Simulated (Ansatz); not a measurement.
CHBN, SMILES `[BH-]C#N` (excited singlet) (charge -1, multiplicity 1). This singlet is an excited state, 0.27 eV above the relaxed triplet at the level B3LYP/aug-cc-pVTZ // PBE0-D3(BJ)/def2-TZVPD (Ansatz, a program for electronic structure).

Calculation: Ansatz with LC-ωPBE/aug-cc-pVTZ // PBE0-D3(BJ)/def2-TZVPD.

Ansatz 0.2 input:
```yaml
crystal:
  periodic: [false, false, false]
  atoms:
    - { symbol: B, position_ang: [-0.795529, 0.588539, -0.254962] }
    - { symbol: C, position_ang: [0.593559, 0.011281, -0.54213] }
    - { symbol: N, position_ang: [1.689814, -0.304426, -0.808775] }
    - { symbol: H, position_ang: [-1.48785, -0.295396, 0.224303] }
basis:
  gaussian: { orbitals: aug-cc-pVTZ }
hamiltonian:
  xc: lc_wpbe
total_charge: -1
```

Output:

```
Functional definition: LC-wPBE
701 factors; their error is unknown
362 factors; integrals over basis functions are off by at most 3.0e-5 eV
mean field evaluation 1: about -3215.0224 eV, gradient 1.3e1 eV
mean field evaluation 2: about -3215.6510 eV, gradient 8.2e0 eV
mean field evaluation 4: about -3215.8197 eV, gradient 1.7e0 eV
mean field evaluation 8: about -3215.8337 eV, gradient 1.4e-1 eV
mean field evaluation 16: about -3215.8081 eV, gradient 1.0e-4 eV
mean field -3215.80814376 eV, -118.1787695302 hartree, gradient 5.2e-5 eV, S^2 0.000000; 0 other end points of the search recorded, 0 dependent functions left out
reference -3215.80814377 eV, -118.1787695304 hartree; 10, 10 occupied and 151, 151 virtual orbitals, 701 factors
Total energy: -3215.80814377 eV, -118.1787695304 hartree
```
